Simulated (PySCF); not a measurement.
**Computed properties of Si(F)(Me)2(SH) (C₂H₇FSSi), SMILES C[Si](C)(F)S**

Si(F)(Me)2(SH) (C₂H₇FSSi), SMILES [Si](C)(F)(C)S. The structure is a stationary point at TPSSh-D3(BJ)/def2-SVP. This is a generated structure with no PubChem entry under its InChIKey; it may be hypothetical. The values are those of a single conformer. All values are computed for the isolated molecule unless a solvent is named; none is compared with measurement here.

**Structure.** All 30 harmonic modes at TPSSh-D3(BJ)/def2-SVP (PySCF) are real, so it is a minimum. With heavy atoms numbered as in [CH3:1][Si:2]([CH3:3])([F:4])[SH:5], the shortest bond between them is Si2–F4 at 1.635 Å and the longest Si2–S5 at 2.159 Å.

**Vibrations.** The strongest infrared lines (harmonic, unscaled, degenerate partners summed) lie at 854 cm⁻¹ (148 km/mol, H 63 %, C 22 %, Si 14 %), 925 cm⁻¹ (132 km/mol, Si 45 %, F 29 %, H 20 %), 802 cm⁻¹ (126 km/mol, Si 39 %, H 35 %, C 26 %). The softest mode is at 53 cm⁻¹ and the zero-point energy is 53.9 kcal/mol.

**Electronic structure.** HF/def2-TZVP (PySCF) places the frontier levels at -10.26 and 3.07 eV, a gap of 13.33 eV, and gives a dipole moment of 3.02 D and a mean polarisability of 62.5 bohr³. PBE/def2-TZVP (PySCF) at the same geometry gives -6.14 and -0.67 eV, so its gap is 7.86 eV narrower. An orbital gap is neither the optical nor the fundamental gap.

**Excitations.** TDDFT-B3LYP/def2-SVPD (PySCF) has S1 at 5.77 eV (215 nm, f = 0.017, weak); the most intense of the 10 singlets computed lies at 6.40 eV (f = 0.06). T1 (TDA) is at 5.40 eV. TDDFT-PBE/def2-SVPD (PySCF) puts S1 at 5.49 eV. No vertical singlet excitation falls in the visible range (under 3.1 eV).

**NMR.** GIAO shifts at HF/pcSseg-1 (PySCF) (non-relativistic, atoms alike by connectivity averaged): ¹³C at 6.5 ppm against TMS; ¹H from 0.3 to 0.7 ppm against TMS; ²⁹Si at 37.2 ppm against TMS; ¹⁹F at -141.1 ppm against CFCl3.

**Solvation.** SMD-B3LYP/6-31G* (PySCF) gives -1.5 kcal/mol in water, -3.8 kcal/mol in benzene, -4.3 kcal/mol in dimethylsulfoxide (1 M in both phases, gas-phase geometry); of these solvents dimethylsulfoxide holds the molecule best.
